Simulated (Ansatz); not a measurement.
Ansatz (a program for electronic structure) input (RPA@PBE/cc-pVQZ):

Ansatz 0.2 input:
```yaml
crystal:
  periodic: [false, false, false]
  atoms:
    - {symbol: C, position_ang: [-2.87281460, -0.24967116, -0.46249685]}
    - {symbol: C, position_ang: [-1.48500072, -0.61089969, -0.84405260]}
    - {symbol: C, position_ang: [-0.41870022, 0.02991169, 0.04525011]}
    - {symbol: C, position_ang: [0.99501821, -0.33655595, -0.37866661]}
    - {symbol: C, position_ang: [2.08591135, 0.27881194, 0.45366965]}
    - {symbol: O, position_ang: [1.90952326, 1.01766748, 1.38730128]}
    - {symbol: H, position_ang: [-3.71605902, -0.81602310, -0.83280657]}
    - {symbol: H, position_ang: [-3.07494619, 0.64977762, 0.10355227]}
    - {symbol: H, position_ang: [-1.36898425, -1.70223831, -0.83793322]}
    - {symbol: H, position_ang: [-1.29563464, -0.31794160, -1.89100364]}
    - {symbol: H, position_ang: [-0.57498051, -0.27029333, 1.08349122]}
    - {symbol: H, position_ang: [-0.52997570, 1.11671049, 0.02796772]}
    - {symbol: H, position_ang: [1.15187898, -1.42328269, -0.35768559]}
    - {symbol: H, position_ang: [1.18893357, -0.04936920, -1.42091984]}
    - {symbol: H, position_ang: [3.11709739, 0.00173924, 0.14470502]}
basis:
  gaussian:
    orbitals: cc-pVQZ
hamiltonian:
  xc: pbe
magnetization: {spin_polarized: true, initial_magnetization: 1}
correlation: {method: rpa, electrons: outside_noble_gas}
```

End of the output:

```
integrals: 6.15 GiB planned
3497 factors; integrals over basis functions are off by at most 1.1e-3 eV
0.78 GiB of the device are held for the grids
7.96 GiB of device memory are held for the factors and their scratch space
mean field: 8.97 GiB planned
mean field evaluation 1: about -7353.3293 eV, gradient 6.1e1 eV
mean field evaluation 2: about -7353.3297 eV, gradient 6.1e1 eV
mean field evaluation 4: about -7368.3777 eV, gradient 2.4e1 eV
mean field evaluation 8: about -7370.6074 eV, gradient 1.9e-1 eV
mean field evaluation 16: about -7370.6079 eV, gradient 4.0e-4 eV
mean field -7370.60787599 eV, -270.8648434653 hartree, gradient 1.9e-6 eV, S^2 0.753736; 1 other end points of the search recorded, 0 dependent functions left out
6 core orbitals not correlated
reference -7331.83647873 eV, -269.4400208959 hartree; 18, 17 occupied and 576, 577 virtual orbitals, 3497 factors
Total energy: -7382.56501637 eV, -271.3042602693 hartree
```

It need not be the lowest isomer of its formula.
